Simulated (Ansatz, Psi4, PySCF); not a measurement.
HNP (SMILES [NH+]#P), charge +1, singlet, at a GFN2-xTB geometry, atoms displaced at random by about 0.03 Å a coordinate. Base run: R2SCAN/6-31G, gradient run with PySCF.

PySCF was given this input:
```python
from pyscf import gto, scf, dft

mol = gto.M(
    atom='''
N     0.014139   -0.007476   -0.881767
P    -0.000069    0.000071    0.515673
H     0.013571   -0.039290   -1.864094
''',
    basis='6-31g',
    charge=1,
    spin=0,
    verbose=3,
)

mf = dft.RKS(mol)
mf.xc = 'r2scan'
mf.kernel()
g = mf.nuc_grad_method()
grad = g.kernel()
```

Programs used: Ansatz (a first-principles code), Psi4, PySCF; a row that names a program was run with it.

The coordinate followed is y of atom 1.

The base run was repeated with changes; each row names its change, and settings that it needs were set with it.

```json
[
 {"change": "base", "dE/dx (Eh/bohr)": "0.002087", "net force (Eh/bohr)": "0.000284"},
 {"change": "finite difference step (bohr) = 1e-3; conv_tol = 1e-11", "dE/dx (Eh/bohr)": "0.002085", "net force (Eh/bohr)": "-"},
 {"change": "finite difference step (bohr) = 0.2; conv_tol = 1e-11", "dE/dx (Eh/bohr)": "0.002199", "net force (Eh/bohr)": "-"},
 {"change": "grids.level = 5; grid_response = off", "dE/dx (Eh/bohr)": "0.002084", "net force (Eh/bohr)": "0.000055"},
 {"change": "finite difference step (bohr) = 1e-5; conv_tol = 1e-11", "dE/dx (Eh/bohr)": "0.002085", "net force (Eh/bohr)": "-"},
 {"change": "conv_tol = 1e-4", "dE/dx (Eh/bohr)": "0.002086", "net force (Eh/bohr)": "0.000284"},
 {"change": "code = ansatz", "dE/dx (Eh/bohr)": "0.002084", "net force (Eh/bohr)": "0.000000"},
 {"change": "density fitting = on", "dE/dx (Eh/bohr)": "0.002087", "net force (Eh/bohr)": "0.000284"},
 {"change": "conv_tol = 1e-6", "dE/dx (Eh/bohr)": "0.002087", "net force (Eh/bohr)": "0.000284"},
 {"change": "grid_response = on", "dE/dx (Eh/bohr)": "0.002085", "net force (Eh/bohr)": "0.000000"},
 {"change": "code = psi4", "dE/dx (Eh/bohr)": "0.002083", "net force (Eh/bohr)": "0.000382"},
 {"change": "density fitting = on; auxbasis_response = off", "dE/dx (Eh/bohr)": "0.002080", "net force (Eh/bohr)": "0.000458"}
]
```

The net force is zero for an exact gradient.
